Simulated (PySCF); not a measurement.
**Assigning NMR signals**

Geometry:
| atom | x (Å) | y (Å) | z (Å) |
| --- | --- | --- | --- |
| O1 | 1.745 | 1.973 | -0.940 |
| C2 | 1.732 | 0.829 | -0.614 |
| C3 | 2.603 | -0.091 | 0.206 |
| O4 | 1.685 | -1.165 | -0.013 |
| C5 | 0.798 | -0.363 | -0.815 |
| C6 | -0.577 | -0.218 | -0.271 |
| C7 | -1.023 | 0.038 | 0.993 |
| C8 | -2.435 | 0.082 | 0.907 |
| C9 | -2.737 | -0.142 | -0.400 |
| O10 | -1.620 | -0.328 | -1.121 |
| H11 | 3.594 | -0.293 | -0.210 |
| H12 | 2.697 | 0.173 | 1.263 |
| H13 | 0.745 | -0.718 | -1.851 |
| H14 | -0.423 | 0.167 | 1.871 |
| H15 | -3.122 | 0.259 | 1.709 |
| H16 | -3.671 | -0.192 | -0.923 |

Computed data (PySCF 2.14): PBE0/pcSseg-1 with gauge-including orbitals, GFN2-xTB structure. Non-relativistic, a single conformation, no solvent model.

Chemical shifts δ = σref − σ; 13C, 1H against TMS, all at this level.

Question: Assign these signals to the numbered atoms. 13C{1H} NMR (computed): δ 209.1 (C), 156.4 (C), 147.1 (CH), 118.8 (CH), 118.1 (CH), 101.2 (CH), 92.4 (CH2).

Answer: 
209.1 → C2, ketone carbonyl carbon: the double bond to the heteroatom, with no lone-pair donor beside it, deshields it most
156.4 → C6, substituted aromatic carbon next to the ring oxygen
147.1 → C9, aromatic CH next to the ring oxygen
118.8 → C8, aromatic CH
118.1 → C7, aromatic CH
101.2 → C5, sp3 CH bonded to O, α to a carbonyl: pulled downfield by the heteroatom
92.4 → C3, sp3 CH2 bonded to O, α to a carbonyl: the inductive effect lowers its shielding

C8 and C7 lie closer than the usual error of such a calculation, so a measured spectrum could show them in the other order.

Question: Assign these signals to the numbered atoms. 1H NMR (500 MHz, computed): δ 7.51 (m, 1H), 6.86 (m, 1H), 6.80 (m, 1H), 6.39 (s, 1H), 5.60 (m, 1H), 5.56 (m, 1H).

Answer: 
7.51 → H16, hydrogen on an aromatic CH next to the ring oxygen: the ring current deshields protons in the ring plane
6.86 → H14, hydrogen on an aromatic CH: the ring current deshields protons in the ring plane
6.80 → H15, hydrogen on an aromatic CH
6.39 → H13, hydrogen on an sp3 CH bonded to O, α to a carbonyl: its carbon carries O, an electronegative neighbour
5.60 → H12, hydrogen on an sp3 CH2 bonded to O, α to a carbonyl: its carbon carries O, an electronegative neighbour
5.56 → H11, hydrogen on an sp3 CH2 bonded to O, α to a carbonyl

H14 and H15; H12 and H11 lie closer than the usual error of such a calculation, so a measured spectrum could show them in the other order.

Shifts are as computed. Against solution values, carbons near 30 ppm lie about +3 ppm off and those near 130 ppm about +5 ppm. Of 1211 compounds with measured shifts, 218 miss one by over three times the rms of a fit or turn the order of signals round; such compounds aren't used in these exercises. No couplings were computed; multiplicities are counted from neighbouring protons, with m where these are inequivalent, close in shift, in a saturated or five-membered ring or joined by F or P, and br s for small geminal =CH2 splittings.
